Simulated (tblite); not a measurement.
Compound: C7H11O (doublet state).
Z-matrix (Å and degrees, GFN2-xTB geometry), rows numbered from 1:
```
C 
C   1  1.5026
C   2  1.3749  1  121.22
C   3  1.4927  2  122.11  1  -178.42
C   4  1.5271  3  110.66  2    25.40
C   5  1.5278  4  109.77  3   -52.96
C   2  1.3882  1  118.53  3   179.90
O   7  1.3708  2  119.37  1    -0.62
H   1  1.0864  2  110.70  3    -0.98
H   1  1.0885  2  110.16  3  -121.85
H   1  1.0887  2  110.12  3   119.75
H   3  1.0776  2  119.91  1     2.25
H   4  1.0929  3  109.99  2   147.20
H   4  1.0981  3  109.91  2   -95.26
H   5  1.0919  4  109.00  3    66.33
H   5  1.0916  4  110.53  3  -174.74
H   6  1.0987  5  109.10  4   -66.05
H   6  1.0961  5  110.18  4   176.35
H   8  0.9636  7  109.58  2   179.17
```

Computed values, GFN2-xTB/tblite, gas phase, harmonic and unscaled. The method is semi-empirical: single wavenumbers can be off by several per cent or more. One conformer, not necessarily the lowest. Open shells enter through the occupations alone, without spin polarisation, and single modes of such species can be off by tens of per cent.

Harmonic wavenumbers (cm⁻¹): 69.8, 104.8, 176.6, 263.0, 274.1, 312.3, 327.9, 388.6, 454.8, 467.2, 511.7, 626.4, 655.7, 748.5, 868.2, 884.2, 936.1, 976.6, 1029.2, 1042.6, 1054.5, 1107.8, 1115.6, 1133.4, 1175.6, 1181.5, 1230.5, 1261.1, 1274.7, 1322.0, 1338.5, 1348.8, 1404.6, 1452.9, 1470.2, 1474.7, 1479.3, 1487.4, 1505.3, 1528.6, 2875.5, 2881.8, 2926.4, 2962.5, 2974.5, 2986.7, 3012.7, 3027.6, 3046.3, 3100.2, 3532.8.

A = 2979, B = 2021, C = 1269 MHz; mass 111.081 u (most abundant isotopes); point group C1, symmetry number 1; spin multiplicity 2.

Task: Zero-point energy?

Result: Half the sum of the wavenumbers: 35396 cm⁻¹ = 101.20 kcal/mol.

Task: Entropy at 400 K, 1 bar (ideal gas, RRHO, classical rotation)?

Result: Translation 41.52, rotation 29.01, vibration 30.36, spin (R ln 2) 1.38: S = 102.3 cal/(mol K).

Task: And Cp and H(400 K) − H(0)?

Result: Cp = 44.33 cal/(mol K), of which vibrations give 36.38 (their classical limit is 51 R = 101.3); H(400 K) − H(0) = 9.99 kcal/mol without the zero-point energy, 6.81 from vibrations.

Task: How do the functions run with temperature in this model?

Result: 
| T (K) | S (cal/(mol K)) | Cp (cal/(mol K)) | H − H(0) (kcal/mol) | G − H(0) (kcal/mol) | ln q(vib) |
| --- | --- | --- | --- | --- | --- |
| 150 | 72.8 | 20.1 | 1.99 | -8.93 | 1.69 |
| 250 | 85.2 | 29.4 | 4.46 | -16.84 | 3.59 |
| 298.15 | 90.8 | 34.2 | 5.99 | -21.08 | 4.56 |
| 600 | 123.5 | 60.6 | 20.59 | -53.52 | 11.08 |
| 900 | 151.4 | 76.5 | 41.36 | -94.87 | 17.62 |

q(vib) and H(0) count from the zero-point level.

Task: Blend soft modes into free rotors: weight 1/[1 + (100 cm⁻¹/ν̃)⁴] for the oscillator and the rest for a rotor with moment μB/(μ + B), μ = h/(8π²ν), B = 10⁻⁴⁴ kg m². What vibrational entropy results?

Result: 28.96 cal/(mol K) in place of 30.36, which changes −T·S at 400 K by +0.56 kcal/mol.

Task: What must be added to the electronic energy to get the Gibbs energy at 400 K and 1 bar?

Result: ZPE + [H(400 K) − H(0)] − T·S = 101.20 + 9.99 − 40.90 = 70.29 kcal/mol.

Task: Which modes carry the vibrational entropy at 400 K?

Result: 69.8 cm⁻¹: 4.74; 104.8 cm⁻¹: 3.94; 176.6 cm⁻¹: 2.92; 263.0 cm⁻¹: 2.17; 274.1 cm⁻¹: 2.09; 312.3 cm⁻¹: 1.86 cal/(mol K); the other 45 give 12.64 together.

Hindered rotation and anharmonicity are outside this model. Other conformers, if any are populated, would add a mixing term that is left out. The structure is chiral; the term R ln 2 for an equal mix with its mirror image is left out.

Hardware: one thread of an AMD EPYC, no GPU, shared host. Cost: 0.77 s of wall time. This covers the Hessian and the dipole derivatives.
